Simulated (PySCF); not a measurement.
**Broadened absorption spectrum of B2H6OSSi**

Species: B2H6OSSi.
SMILES: `BOBS[SiH3]`

Computed with TDDFT wB97X-D/def2-SVPD, vertical, gas phase, core orbitals frozen in the response (PySCF 2.14.0, density-fitted response routines). One conformer (not necessarily the lowest) at the PBE0-D3(BJ)/def2-SVP geometry, without solvent, vibrations or thermal averaging.

Each state is given a Gaussian of 0.5 eV full width at half maximum, with ε(max) = 2.175×10⁸ f / Δν̃ (Δν̃ the width in cm⁻¹). The cross-section is σ = 3.8235×10⁻²¹ ε cm², given in Mb (10⁻¹⁸ cm²). The width is an assumption, not a result. The curve ends short of the highest state used, and states not computed would add to its high-energy end.

E (eV), σ (Mb) and a bar:
```
     5.16       0.00 
     5.25       0.00 
     5.35       0.01 
     5.45       0.03 
     5.55       0.11 
     5.64       0.35 
     5.74       1.18 #
     5.84       3.39 ###
     5.94       8.06 ########
     6.03      14.73 ##############
     6.13      23.49 ######################
     6.23      30.24 #############################
     6.33      31.55 ##############################
     6.42      27.62 ##########################
     6.52      20.13 ###################
     6.62      12.85 ############
     6.72       7.78 #######
     6.81       5.17 #####
     6.91       3.78 ####
     7.01       3.40 ###
     7.11       3.74 ####
     7.20       4.58 ####
     7.30       6.40 ######
     7.40      10.21 ##########
```

Question: Locate the maxima and give the states behind the curve.

Answer: 197 nm (6.30 eV), ε about 8300, made up of S2 (97%) (ε in L mol⁻¹ cm⁻¹; maxima over ε = 5, shares over 10%). At its high-energy end, 7.40 eV, the curve is still rising (ε about 2700, from S7 and S9). The states used: S1 5.91 eV (f 0.0007); S2 6.29 eV (f 0.150); S3 6.63 eV (f 0.014); S4 6.88 eV (f 0.0064); S5 7.17 eV (f 0.0040); S6 7.31 eV (f 0.0053); S7 7.36 eV (f 0.011); S8 7.73 eV (f 0.0065); S9 7.82 eV (f 0.210); S10 8.00 eV (f 0.025).

Question: What would ε be at 6.30 eV, the highest of these maxima, with half the width (0.25 eV)?

Answer: About 16100 L mol⁻¹ cm⁻¹ against 8330, a factor of about 1.9; a lone state at its own centre would give exactly 2.

Question: On this curve, what absorbance would a 10⁻³ mol/L sample give at 222 nm over a 1 cm path?

Answer: 222 nm is 5.585 eV, where ε is about 45 L mol⁻¹ cm⁻¹, so A = ε c l ≈ 0.045 (Beer–Lambert, with the gas-phase spectrum and the assumed width).

Question: Coming from long wavelengths, where does ε first pass 100 L mol⁻¹ cm⁻¹?

Answer: At about 220 nm (5.65 eV), 0.26 eV below S1.

The vertical ionisation energy (ΔSCF) is 9.89 eV, 1.89 eV above S10.
